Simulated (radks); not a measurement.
Q: Isoelectronic series with 6 electrons, all held in the configuration [He] 2s2 2p2, which need not be the ground one along the series. Calculated with a radial shooting solver on a logarithmic mesh with Libxc functionals: Dirac Kohn-Sham, PBE, spin-unpolarised, spherical densities, finite nucleus; open shells fill j = l - 1/2 first; Fermi nuclear charge, rms radius of each element as measured or else 0.836 A^(1/3) + 0.57 fm. Total energies (hartree) and orbital eigenvalues (hartree) (* marks an orbital that is empty in some or all of the ions):

ion    E (hartree)     2p3/2*      2p1/2      2s1/2
C        -37.76524   -0.19399   -0.19431   -0.50518
O2+      -73.16633   -1.58796   -1.58990   -2.14372
Ne4+    -120.65049   -4.00891   -4.01537   -4.81257
Mg6+    -180.23385   -7.43839   -7.45455   -8.49518
Si8+    -251.95365  -11.87197  -11.90595  -13.19055
S10+    -335.85906  -17.30821  -17.37170  -18.90134
Ar12+   -432.00929  -23.74678  -23.85578  -25.63192
Ca14+   -540.47328  -31.18794  -31.36344  -33.38792
Ti16+   -661.32945  -39.63229  -39.90099  -42.17604
Cr18+   -794.66616  -49.08072  -49.47580  -52.00395
Fe20+   -940.58159  -59.53432  -60.09620  -62.88033
Ni22+  -1099.18458  -70.99440  -71.77154  -74.81490
Zn24+  -1270.59393  -83.46244  -84.51220  -87.81833
Ge26+  -1454.94035  -96.94008  -98.32963  -101.9024
Kr30+  -1863.02648  -126.9317  -129.2460  -133.3655
Sr32+  -2087.08746  -143.4498  -146.3736  -150.7737
Zr34+  -2324.72966  -160.9859  -164.6351  -169.3214
Mo36+  -2576.14556  -179.5424  -184.0481  -189.0264
Ru38+  -2841.54790  -199.1220  -204.6314  -209.9080
Pd40+  -3121.16157  -219.7275  -226.4054  -231.9871
Cd42+  -3415.22700  -241.3619  -249.3920  -255.2860
Sn44+  -3724.00718  -264.0285  -273.6149  -279.8290
Te46+  -4047.77632  -287.7305  -299.0994  -305.6418

Estimate the row of Se28+.

A: E (hartree) -1652.36650; 2p3/2* -111.4292; 2p1/2 -113.2363; 2s1/2 -117.0801.
